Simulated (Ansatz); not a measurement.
Reaction (stannylene formation by 1,1-elimination): `C[CH](C)[SnH]([CH](C)C)[CH](C)C` → propane + `C[CH](C)[Sn][CH](C)C`

Computed with Ansatz on PBE0-D4/def2-TZVP structures; ΔE is electronic, products minus reactants. CCSD(T)/CBS adds triple-zeta CCSD(T) − MP2 to the extrapolated MP2 energy (def2 sets, frozen cores). Functionals use def2-TZVPP. def2 core potentials past Kr. For Sn outer-core shells are correlated without core-valence functions, which leaves a few kJ/mol of doubt a bond. Each species was taken in one conformer, which may not be the lowest.

`C[CH](C)[SnH]([CH](C)C)[CH](C)C`:

Cartesian coordinates in Å:
```
C 2.731 0.692 -1.314
C 1.420 1.179 -0.714
C 1.634 1.824 0.648
Sn -0.052 -0.416 -0.598
C 0.149 -1.499 1.272
C 1.510 -2.170 1.384
C -0.985 -2.499 1.440
C -2.059 0.396 -0.760
C -2.386 1.291 0.427
C -2.254 1.124 -2.081
H 3.452 1.515 -1.402
H 3.199 -0.077 -0.691
H 2.595 0.264 -2.310
H 0.983 1.924 -1.389
H 0.710 2.228 1.069
H 2.037 1.110 1.373
H 2.353 2.651 0.581
H 0.212 -1.523 -1.897
H 0.067 -0.738 2.056
H 2.333 -1.453 1.328
H 1.661 -2.904 0.586
H 1.607 -2.706 2.336
H -0.968 -3.259 0.653
H -0.903 -3.028 2.398
H -1.968 -2.021 1.414
H -2.723 -0.475 -0.738
H -2.278 0.771 1.383
H -3.417 1.661 0.369
H -1.735 2.171 0.457
H -3.278 1.507 -2.173
H -1.584 1.987 -2.167
H -2.067 0.476 -2.941
```

`CCC`:

```xyz
11

C     1.146   -0.208   -0.543
C    -0.360   -0.010   -0.498
C    -0.880    0.216    0.912
H     1.447   -1.074    0.055
H     1.669    0.665   -0.141
H     1.502   -0.369   -1.563
H    -0.635    0.841   -1.130
H    -0.856   -0.883   -0.935
H    -1.963    0.356    0.925
H    -0.424    1.103    1.361
H    -0.646   -0.635    1.558
```

`C[CH](C)[Sn][CH](C)C`:

Cartesian coordinates in Å:
```
C -0.667 0.006 2.569
C -1.296 0.612 1.317
C -2.057 -0.426 0.513
Sn 0.309 1.722 0.253
C 0.744 0.212 -1.305
C 1.575 -0.877 -0.634
C 1.471 0.808 -2.499
H 0.061 -0.774 2.322
H -1.426 -0.465 3.206
H -0.151 0.753 3.183
H -1.993 1.397 1.638
H -1.400 -1.230 0.168
H -2.846 -0.896 1.115
H -2.538 0.001 -0.371
H -0.206 -0.222 -1.633
H 1.029 -1.391 0.162
H 2.499 -0.478 -0.197
H 1.885 -1.643 -1.358
H 0.872 1.564 -3.014
H 1.729 0.038 -3.238
H 2.408 1.290 -2.199
```

Problem. Is it downhill or uphill in electronic energy at CCSD(T)/CBS, and by how much? (Best estimate.)

Solution. Ansatz gave: Uphill: ΔE = +59.1 kJ/mol.

Problem. What do these levels give: LDA (SPW92), B97M-V, r2SCANh-D4, r2SCAN0-D4, ωB97X-V, r2SCAN? (Best estimate.)

Solution. Ansatz gave: LDA (SPW92) 66.6, B97M-V 50.0, r2SCANh-D4 48.4, r2SCAN0-D4 50.6, ωB97X-V 58.0, r2SCAN 40.2 kJ/mol.

Largest T1 diagnostic among the species: 0.012.

At CCSD(T), def2-SVP lies −15.5 kJ/mol from the extrapolated value and def2-TZVPP −2.0 kJ/mol. Leaving LDA and LC-ωPBE aside and taking each functional with its dispersion term where it has one, the values, not all of them listed here, spread over 42.9 kJ/mol, from BLYP-D4 to ωB97X-V. LDA lies +45.2 kJ/mol from PBE without D4. From BLYP to BHLYP (50 % exact exchange), in def2-TZVPP and without D4, ΔE moves by +29.8 kJ/mol.
